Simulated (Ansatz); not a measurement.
# Changing the shape of ZnF, doublet

Computed with Ansatz's Gaussian-basis code (development build). Basis cc-pVTZ, nonrelativistic, no frozen core; active space CAS(15,10). Restricted Hartree–Fock, then the lowest state-specific CASSCF solution met for each case. On stretched bonds single-reference methods can fail or change state. Unlike active orbitals can shift such differences by tenths of an eV, at times by over 1 eV.

Case A: bond length 1.7680 Å.

Case B: bond length 5.3040 Å. A bond is stretched, to 2.96 times the sum of the covalent radii.

Energy less that of case A, in eV:

| case | CASSCF |
| --- | --- |
| B | +2.972 |

Question: Give the SC-NEVPT2 energies against case A.

Answer: B: +2.194 eV (50.6 kcal/mol).
